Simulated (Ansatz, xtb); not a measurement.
C8H6S: which of two isomers lies lower

Structure X is `S=C=Cc1ccccc1`, a singlet and structure Y is `c1ccc2sccc2c1`, a singlet. Both are isolated molecules in the gas phase, relaxed with PBE-D3(BJ)/def2-SVP; the shapes shown needn't be the lowest conformers.

X (Å):

```yaml
atoms:
  - { symbol: C, position_ang: [-0.8346, 1.7973, -1.7143] }
  - { symbol: C, position_ang: [0.3454, 1.2368, -1.9740] }
  - { symbol: C, position_ang: [1.1071, 0.3514, -1.0853] }
  - { symbol: C, position_ang: [0.6378, -0.0124, 0.2008] }
  - { symbol: C, position_ang: [1.3912, -0.8588, 1.0206] }
  - { symbol: C, position_ang: [2.6282, -1.3632, 0.5816] }
  - { symbol: C, position_ang: [3.1033, -1.0095, -0.6910] }
  - { symbol: C, position_ang: [2.3531, -0.1621, -1.5167] }
  - { symbol: S, position_ang: [-2.2245, 2.4552, -1.4040] }
  - { symbol: H, position_ang: [0.7828, 1.4713, -2.9619] }
  - { symbol: H, position_ang: [-0.3294, 0.3768, 0.5545] }
  - { symbol: H, position_ang: [1.0088, -1.1295, 2.0167] }
  - { symbol: H, position_ang: [3.2178, -2.0287, 1.2297] }
  - { symbol: H, position_ang: [4.0701, -1.3975, -1.0468] }
  - { symbol: H, position_ang: [2.7323, 0.1110, -2.5138] }
```

Y (Å):

```xyz
15

C     0.8704   -1.3122   -1.8996
C    -0.3586   -0.6133   -1.8516
C    -0.5341    0.4711   -0.9860
C     0.5426    0.8494   -0.1642
C     2.2279    1.7902    1.4261
C     2.7407    0.7238    0.7302
C     1.7936    0.1570   -0.1966
C     1.9390   -0.9363   -1.0837
S     0.5767    2.1624    0.9964
H     0.9831   -2.1621   -2.5894
H    -1.1889   -0.9253   -2.5028
H    -1.4900    1.0142   -0.9491
H     2.7302    2.4002    2.1875
H     3.7630    0.3455    0.8672
H     2.8941   -1.4819   -1.1233
```

Q: Estimate E(Y) − E(X) at the level CCSD(T)/def2-SVP + ΔMP2/def2-TZVPP.

A: Calculated at CCSD(T)/def2-SVP + ΔMP2/def2-TZVPP: E(Y) − E(X) = −130.1 kJ/mol, so structure Y lies lower.

How the difference moves with the method:

```json
{"level": "GFN2-xTB", "geometry": "GFN2-xTB", "E(Y) − E(X) (kJ/mol)": "−139.5", "departure from the last row (kJ/mol)": "−9.3", "job, with rough time for the two": "optimisation, 0.12 s"}
{"level": "HF/STO-3G", "geometry": "GFN2-xTB", "E(Y) − E(X) (kJ/mol)": "−240.0", "departure from the last row (kJ/mol)": "−109.9", "job, with rough time for the two": "single point, 0.44 s"}
{"level": "r2SCAN-D4/def2-SVP", "geometry": "GFN2-xTB", "E(Y) − E(X) (kJ/mol)": "−126.3", "departure from the last row (kJ/mol)": "+3.8", "job, with rough time for the two": "single point, 4.1 s"}
{"level": "PBE-D3(BJ)/def2-SVP", "geometry": "PBE-D3(BJ)/def2-SVP", "E(Y) − E(X) (kJ/mol)": "−124.8", "departure from the last row (kJ/mol)": "+5.3", "job, with rough time for the two": "optimisation, 16 s"}
{"level": "HF/def2-SVP", "geometry": "PBE-D3(BJ)/def2-SVP", "E(Y) − E(X) (kJ/mol)": "−112.2", "departure from the last row (kJ/mol)": "+17.9", "job, with rough time for the two": "part of the CCSD(T) run"}
{"level": "MP2/def2-SVP", "geometry": "PBE-D3(BJ)/def2-SVP", "E(Y) − E(X) (kJ/mol)": "−132.8", "departure from the last row (kJ/mol)": "−2.7", "job, with rough time for the two": "part of the CCSD(T) run"}
{"level": "CCSD(T)/def2-SVP", "geometry": "PBE-D3(BJ)/def2-SVP", "E(Y) − E(X) (kJ/mol)": "−117.6", "departure from the last row (kJ/mol)": "+12.5", "job, with rough time for the two": "single point"}
{"level": "CCSD(T)/def2-SVP + ΔMP2/def2-TZVPP", "geometry": "PBE-D3(BJ)/def2-SVP", "E(Y) − E(X) (kJ/mol)": "−130.1", "departure from the last row (kJ/mol)": "", "job, with rough time for the two": "single point, 1.9 min"}
```

As drawn, Y has 2 C∷C, 2 C∷S in place of 1 C=S, 1 C=C, 1 C–C (∷ is an aromatic bond). Structure X has a 6-membered ring (with an aromatic ring), Y a 5-membered ring and a 6-membered ring (with an aromatic ring).

The levels shown agree on the order. The largest departure from CCSD(T)/def2-SVP + ΔMP2/def2-TZVPP is that of HF/STO-3G, 109.9 kJ/mol. The last row adds to CCSD(T) the change of the MP2 difference between the two basis sets, here −12.5 kJ/mol.

With thermal terms from frequencies at re-optimised GFN2-xTB minima (ideal gas, soft modes damped towards free rotors, one conformer each, 298.15 K, 1 atm): on the last row, ΔE + ΔZPE = −124.6, ΔH = −127.8, ΔG = −118.6 kJ/mol.

The correlated steps freeze 13 core orbitals. Programs: Ansatz 0.2.0, xtb 6.7.1; the last row on 4 threads of Arm Neoverse V2 on a shared host.
